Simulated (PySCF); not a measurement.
A side-by-side comparison of computed properties.

First species: C₈H₈Cl₂.
Geometry (GFN2-xTB, Å), atoms numbered from 1 in this order:
```
atom  x, y, z in Å
C1    -4.1993   -1.3418    0.2556
C2    -3.4036   -0.2696    0.2771
Cl3   -4.1215    1.2781    0.5886
C4    -1.9838   -0.3617    0.0532
C5    -1.0158    0.5731    0.0480
Cl6   -1.2449    2.2674    0.3290
C7     0.3290    0.2339   -0.1936
C8     1.4959    0.0092   -0.3926
C9     2.8972   -0.2596   -0.6220
C10    3.7681    0.8939   -0.1216
H11   -3.7988   -2.3216    0.0660
H12   -5.2571   -1.2643    0.4263
H13   -1.6475   -1.3725   -0.1424
H14    3.0541   -0.4080   -1.6948
H15    3.1701   -1.1861   -0.1080
H16    4.8159    0.6859   -0.3248
H17    3.4932    1.8210   -0.6188
H18    3.6400    1.0289    0.9497
```

Second species: C5H12OSi2.
SMILES: `C=C(C=O)[Si@H](C)[SiH2]C`

Levels: PBE0/pcSseg-1 for dipole moment, HOMO energy, LUMO energy and HOMO–LUMO gap; GFN2-xTB for rotational constant A and rotational constant C. Geometries: GFN2-xTB. Each structure is a single optimised conformer of the isolated species, non-relativistic unless stated. Electronic properties by PySCF.

The conformers computed, where there is a choice (atom-mapped SMILES and torsion angles):
- `[CH2:1]=[C:2]([Cl:3])/[CH:4]=[C:5](\[Cl:6])[C:7]#[C:8][CH2:9][CH3:10]`: C1–C2–C4–C5 -179°
- `[CH2:1]=[C:2]([CH:3]=[O:4])[Si@H:5]([CH3:6])[SiH2:7][CH3:8]`: C1–C2–C3–O4 167°, C1–C2–Si5–C6 3°, C2–Si5–Si7–C8 -104°

Values for the first species:

* Dipole moment: 3.28 D
* HOMO energy: -6.54 eV
* LUMO energy: -1.85 eV
* HOMO–LUMO gap: 4.69 eV
* Rotational constant A: 2.241 GHz
* Rotational constant C: 0.345 GHz

(1) Estimate the same properties for the second species, and the change in each.

Answers

(1) 
```json
{"property": "dipole moment", "first": "3.28 D", "second": "2.75 D", "second less first": "-0.53 D"}
{"property": "HOMO energy", "first": "-6.54 eV", "second": "-7.51 eV", "second less first": "-0.97 eV"}
{"property": "LUMO energy", "first": "-1.85 eV", "second": "-1.99 eV", "second less first": "-0.14 eV"}
{"property": "HOMO–LUMO gap", "first": "4.69 eV", "second": "5.52 eV", "second less first": "+0.83 eV"}
{"property": "rotational constant A", "first": "2.241 GHz", "second": "1.683 GHz", "second less first": "-0.558 GHz"}
{"property": "rotational constant C", "first": "0.345 GHz", "second": "0.756 GHz", "second less first": "+0.411 GHz"}
```

On the first: The dipole matches unit charges of opposite sign 0.68 Å apart (1 e·Å = 4.8032 D).

On the second: A dipole of 2.75 D is allowed in C1, and pure rotational transitions are dipole-allowed. In atomic units the dipole is 1.08 e·bohr (1 au = 2.5417 D).
